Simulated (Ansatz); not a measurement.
A nudged elastic band was laid between two geometries of C₂H₈GeO₂ (13 atoms, charge 0, multiplicity 1).

All numbers below come from RKS PBE0-D4/def2-SVP in Ansatz 0.2.0.

| Quantity | Value |
| --- | --- |
| movable images | 5 |
| climbing image | yes |
| spring | 5.0 eV/Å² |
| optimiser | quadratic models (default) |
| start path | IDPP |
| force threshold | 0.05 eV/Å |
| iteration limit | 60 |
| end points | relaxed |

Image 0:

```xyz
13
Properties=species:S:1:pos:R:3
C -1.901 -0.091 0.229
O -0.905 -0.523 -0.655
Ge 0.702 -1.036 -0.018
C 1.573 0.725 0.068
O 1.177 1.433 -1.076
H -1.627 0.841 0.765
H -2.151 -0.851 0.993
H -2.818 0.117 -0.345
H 1.269 -1.955 -1.108
H 0.491 -1.771 1.324
H 1.291 1.237 1.011
H 2.670 0.634 0.072
H 0.250 1.206 -1.246
```

Image 6:

```xyz
13
Properties=species:S:1:pos:R:3
C -1.921 0.111 0.129
O -1.160 -0.802 -0.613
Ge 0.519 -1.162 -0.133
C 1.417 0.540 0.311
O 1.075 1.585 -0.565
H -1.473 1.122 0.125
H -2.062 -0.203 1.182
H -2.921 0.181 -0.329
H 1.119 -1.810 -1.394
H 0.541 -2.138 1.067
H 1.091 0.846 1.318
H 2.512 0.376 0.382
H 1.282 1.319 -1.467
```

(1) Which bonds break or form, and what moves?

(2) What energy profile does the band end with?

(3) What is the geometry of the highest image?

The band took 9 iterations and of the order of 6 core-minutes.

Results:

(1) No bond is made or broken. The dihedral Ge3–C4–O5–H13 goes from 37 to -57°.

(2) The run converged. The highest image is number 5 of 0 to 6, 7.7 kJ/mol above the first end and 0.0 kJ/mol above the last; the last end lies 7.7 kJ/mol above the first. The top lies less than 8 meV above the higher end, about what the thresholds resolve: that end is a shoulder or a very shallow well. A vibrational analysis at the climbing image gives one clearly imaginary mode, 47i cm⁻¹: a first-order saddle point.

| image | path coordinate (Å) | energy (kJ/mol) | dihedral Ge3–C4–O5–H13 (°) |
| --- | --- | --- | --- |
| 0 | 0.00 | 0.0 | 37 |
| 1 | 0.40 | 0.4 | 31 |
| 2 | 0.81 | 2.3 | 12 |
| 3 | 1.22 | 6.0 | -23 |
| 4 | 1.62 | 7.4 | -45 |
| 5 | 2.03 | 7.7 | -53 |
| 6 | 2.42 | 7.7 | -57 |

(3) 
```xyz
13
Properties=species:S:1:pos:R:3:forces:R:3
C -1.908 0.088 0.164 0.00 0.00 0.00
O -1.125 -0.782 -0.607 0.00 0.00 0.00
Ge 0.542 -1.156 -0.099 0.00 0.00 0.00
C 1.463 0.563 0.237 0.00 0.00 0.00
O 0.980 1.608 -0.570 0.00 0.00 0.00
H -1.472 1.102 0.215 0.00 0.00 0.00
H -2.060 -0.278 1.199 0.00 0.00 0.00
H -2.903 0.168 -0.303 0.00 0.00 0.00
H 1.122 -1.897 -1.317 0.00 0.00 0.00
H 0.537 -2.055 1.159 0.00 0.00 0.00
H 1.279 0.854 1.283 0.00 0.00 0.00
H 2.559 0.421 0.146 0.00 0.00 0.00
H 1.008 1.333 -1.493 0.00 0.00 0.00
```

Run time: 3.1 min on 2 threads of Arm Neoverse V2, with other jobs on the host, peak memory 0.34 GiB.
